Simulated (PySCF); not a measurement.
Telling isomers of C₄H₂F₄ apart by NMR

Computational details: couplings computed with B3LYP/pcJ-1 (spin–dipole term left out of most H,H and C,H couplings), geometry from GFN2-xTB, PBE0/pcSseg-1 with gauge-including orbitals, in PySCF 2.14.0 with density-fitted response routines (gas phase, one averaged value for each set of equivalent atoms, non-relativistic, one computed conformer).

References, each an isolated molecule treated in the same way: ¹H (31.72 ppm), ¹³C (186.93 ppm) against TMS. Multiplet labels drop J under 1 Hz and among equivalent protons, and merge close values. Unscaled 3J(H,H) run several per cent high. Splittings of carbon signals by F and P are missing where no couplings were computed. Where no couplings were computed, multiplicities follow the n + 1 count of equivalent neighbours, and m marks all less simple cases (inequivalent or close neighbours, rings, F or P nearby). One-bond C–F couplings are unscaled and too large by tens of Hz. Shifts are as computed. Against solution values, carbons near 30 ppm lie about +3 ppm off and those near 130 ppm about +5 ppm. Of 1211 compounds with measured shifts, 218 miss one by over three times the rms of a fit or turn the order of signals round; such compounds aren't used in these exercises.

(1) Tabulate the signals of `F/C=C\C(F)=C(F)F`, `FCC#CC(F)(F)F`, `FC1=C[C@H]1C(F)(F)F` and their relative energies.

(2) What is the quickest way to tell F/C=C\C(F)=C(F)F from FC1=C[C@H]1C(F)(F)F?

(3) What is the quickest way to tell F/C=C\C(F)=C(F)F from FCC#CC(F)(F)F?

(4) What is the quickest way to tell FCC#CC(F)(F)F from FC1=C[C@H]1C(F)(F)F?

Answers

(1) 
```tsv
SMILES	carbon types	δC	δH	E rel. (kcal/mol)
F/C=C\C(F)=C(F)F	2×C 2×CH	166.6, 158.6, 136.1, 103.9	6.86 (ddd, 1H), 5.37 (m, 1H)	0.0
FCC#CC(F)(F)F	3×C 1×CH2	123.4, 89.8, 84.7, 72.1	5.46 (dq, 2H)	3.4
FC1=C[C@H]1C(F)(F)F	2×C 2×CH	151.1, 133.7, 73.9, 34.1	4.99 (m, 1H), 2.70 (m, 1H)	11.2
```

Energies are electronic energies at PBE0/pcSseg-1 on these geometries, without zero-point or thermal terms, each for the one conformer computed, which needn't be the lowest.

(2) Both give the same number of carbon signals, with the same numbers of each carbon type, so the positions decide. The first has an alkene CH at 158.6 ppm, the second a three-membered-ring carbon (CH) at 34.1 ppm. Their most deshielded carbons lie at 166.6 and 151.1 ppm. In the proton spectra the most deshielded non-exchanging signals are 6.86 (ddd, J = 82.7, 6.9, 2.9 Hz, 1H) and 4.99 (m, 1H).

(3) Both give the same number of carbon signals, but DEPT or the intensities differ. The first has an alkene CH at 158.6 ppm, the second a propargylic sp3 CH2 bonded to F at 72.1 ppm. Their most deshielded carbons lie at 166.6 and 123.4 ppm. In the proton spectra the most deshielded non-exchanging signals are 6.86 (ddd, J = 82.7, 6.9, 2.9 Hz, 1H) and 5.46 (dq, J = 52.9, 3.8 Hz, 2H).

(4) Both give the same number of carbon signals, but DEPT or the intensities differ. The first has a propargylic sp3 CH2 bonded to F at 72.1 ppm, the second an alkene CH at 73.9 ppm. Their most deshielded carbons lie at 123.4 and 151.1 ppm. In the proton spectra the most deshielded non-exchanging signals are 5.46 (dq, J = 52.9, 3.8 Hz, 2H) and 4.99 (m, 1H).
